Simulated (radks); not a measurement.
Species: Ir III. Configuration: [Xe] 4f14 5d7.

Calculated with a radial shooting solver on a logarithmic mesh with Libxc functionals: scalar-relativistic Kohn-Sham, PBE, spin-polarised, spherical densities, finite nucleus; open shells are filled with parallel spins first (spin-orbit coupling, left out, can overturn this in heavy ions); Fermi nuclear charge, rms radius 5.4032 fm.

Energy parts (hartree):
| part | energy |
|---|---|
| total | -17823.1548 |
| kinetic | 19806.2239 |
| electron-nucleus | -44170.9086 |
| Hartree | 6887.1430 |
| exchange-correlation | -345.6131 |

Orbitals (lengths in bohr, moments of r in powers of bohr):
orbital,occ.,eigenvalue (hartree),<r^4>
1s up,1,-2797.287,4.812e-07
1s down,1,-2797.287,4.812e-07
2s up,1,-489.9078,0.00007125
2s down,1,-489.9009,0.00007125
2p up,3,-425.8159,0.00005701
2p down,3,-425.8104,0.00005701
3s up,1,-115.0821,0.002592
3s down,1,-115.0797,0.002592
3p up,3,-96.33134,0.002822
3p down,3,-96.32865,0.002822
3d up,5,-75.65844,0.002173
3d down,5,-75.65357,0.002173
4s up,1,-25.05992,0.05919
4s down,1,-25.05336,0.05918
4p up,3,-18.90750,0.07901
4p down,3,-18.90145,0.07897
4d up,5,-11.34206,0.1120
4d down,5,-11.33503,0.1118
4f up,7,-2.93589,0.2682
4f down,7,-2.92446,0.2617
5s up,1,-4.26955,1.698
5s down,1,-4.21757,1.670
5p up,3,-2.68927,3.224
5p down,3,-2.62307,3.179
5d up,5,-0.92945,16.37
5d down,2,-0.85334,17.83

The highest occupied level is 5d down at -23.221 eV. Summed over all electrons, <r^2> = 42.48 bohr^2, which gives a Langevin (diamagnetic) susceptibility term of -33.6 x 10^-6 cm^3/mol. The electron density at the nucleus is 1.948e+06 e/bohr^3 (large components only). Spin moment in Bohr magnetons: 3. The density falls to 0.001 e/bohr^3 at r = 3.61 bohr. The spin density at the nucleus is -15.91 e/bohr^3 (1s -0.13, 2s -1.60, 3s 0.09, 4s 1.84, 5s -16.11).
